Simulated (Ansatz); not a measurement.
Relaxation of C2H8O2Si (13 atoms, charge 0, multiplicity 1), to a largest force component of 0.02 eV/Å in at most 40 steps.

All numbers below come from RKS r2SCAN-D4/6-31G (Ansatz).

```xyz
13
Properties=species:S:1:pos:R:3
O -1.046 1.774 1.104
C -0.847 0.434 0.839
C 0.350 0.303 -0.091
O 0.185 1.111 -1.262
Si 0.905 -1.502 -0.381
H -0.849 2.307 0.270
H -0.673 -0.063 1.806
H -1.703 0.046 0.355
H 1.231 0.822 0.451
H -0.574 0.644 -1.754
H 1.107 -2.186 0.955
H -0.163 -2.184 -1.087
H 2.098 -1.540 -1.188
```

Task: Where does it end, and by what steps?

Result: The run converged. Limits of this set-up: no polarisation functions. After 7 steps the energy has fallen by 0.434 eV; H12 moved furthest, 0.24 Å.

```
step  energy less start (eV)  largest force component (eV/Å)  accepted
   0                  0.0000                           3.252       yes
   1                 -0.3682                           0.964       yes
   2                 -0.4207                           0.272       yes
   3                 -0.4276                           0.135       yes
   4                 -0.4314                           0.059       yes
   5                 -0.4326                           0.037       yes
   6                 -0.4334                           0.031       yes
   7                 -0.4336                           0.016       yes
```

```xyz
13
Properties=species:S:1:pos:R:3
O -1.094 1.889 1.081
C -0.800 0.479 0.916
C 0.402 0.313 -0.006
O 0.122 1.059 -1.259
Si 0.902 -1.518 -0.397
H -0.987 2.295 0.191
H -0.597 0.083 1.915
H -1.673 -0.058 0.500
H 1.255 0.852 0.420
H -0.534 0.557 -1.790
H 0.961 -2.349 0.856
H -0.161 -2.080 -1.307
H 2.224 -1.557 -1.104
```

Run time: 37 s on 1 thread of Arm Neoverse V1 (shared host), peak memory 0.14 GiB.
